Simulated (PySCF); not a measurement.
Polarisability and C₆ of Ga⁺ (gallium, charge +1)

[Ar] 3d10 4s2, closed-shell 1S. Computed with PySCF 2.14 in x2c-TZVPPall with one added diffuse shell each of s, p, d type (7s6p5d1f, 57 functions), with scalar relativity by spin-free X2C-1e. Coupled (time-dependent) response in atomic units; α is the mean over directions.

| method | mean α (bohr³) | C₆ (like pair) | S(−4) |
| --- | --- | --- | --- |
| UHF | 21.10 | 109.9 | 216.6 |
| PBE | 17.25 | 84.41 | 140.1 |
| PBE0 | 18.12 | 89.80 | 156.2 |
| r2SCAN0 | 18.32 | 93.93 | 149.8 |
| wB97X | 17.49 | 85.24 | 146.7 |

S(−4) is the Cauchy moment in α(ω) = α(0) + S(−4) ω² + …

α(iu) at r2SCAN0:

| u (hartree) | α(iu) (bohr³) |
| --- | --- |
| 0 | 18.32 |
| 0.0500 | 17.96 |
| 0.100 | 16.95 |
| 0.200 | 13.89 |
| 0.300 | 10.80 |
| 0.500 | 6.542 |
| 0.750 | 3.924 |
| 1.00 | 2.638 |
| 1.50 | 1.465 |
| 2.00 | 0.9469 |
| 3.00 | 0.4960 |
| 5.00 | 0.2088 |

For an ion, C₆ is the dispersion term alone; charge-induced terms of lower order in 1/R come first.
